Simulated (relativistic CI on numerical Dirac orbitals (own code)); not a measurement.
## F²⁺: what numerical and physical settings do to a radial Dirac CI calculation

Reference input:

```
atom F  Z=9  charge=2  electrons=7
nucleus A=19  rms_radius_fm=2.8976
hamiltonian dirac-coulomb  breit=on  qed=on  c_scale=1
orbitals kli  potential=per-configuration
slater_scale 1
correlation none
mixing on
grid step=0.0125 r_max=34.3
scf mixing=0.4 start=green max_iterations=150 tolerance=2e-08 node_fill=0.05
configurations
  [He] 2s2 2p3
  [He] 2s 2p4
  [He] 2p5
  [He] 2s2 2p2 3s
  [He] 2s2 2p2 3p
end
```

Computed lowest total energy -97.68075 Ha, first excitation 37556.1 cm⁻¹, 51 SCF steps. Runs with settings changed; * marks those that are bad on purpose (the QED terms keep the true α when c is scaled):

| Changed | Outcome | Lowest level | ΔE (Ha) | First excitation (cm⁻¹) | SCF steps | Message |
| --- | --- | --- | --- | --- | --- | --- |
| start potential thomas-fermi | converged | 2s2.2p3 4S°_3/2 | -2.5e-11 | 37556.1 | 50 |  |
| start potential thomas-fermi, grid step 0.03 | converged | 2s2.2p3 4S°_3/2 | 2.94e-05 | 37556.1 | 50 |  |
| node fill of the KLI weights 0.2, SCF tolerance 1e-10, Slater scale 1.2 | converged | 2s2.2p3 4S°_3/2 | -0.0335 | 44947.3 | 58 |  |
| Slater scale 0.6 | converged | 2s2.2p3 4S°_3/2 | 0.0681 | 22619.2 | 51 |  |
| nuclear radius 2897.6 fm * | converged | 2s2.2p3 4S°_3/2 | 11 | 38429.9 | 48 |  |
| speed of light × 0.2 * | converged | 2s2.2p3 4S°_3/2 | -2.09 | 34500.7 | 50 |  |

With so few configurations and no correlation, terms lie too far apart (by 10 to 50 % near neutrality), their order can be wrong, and levels of other configurations are missing.
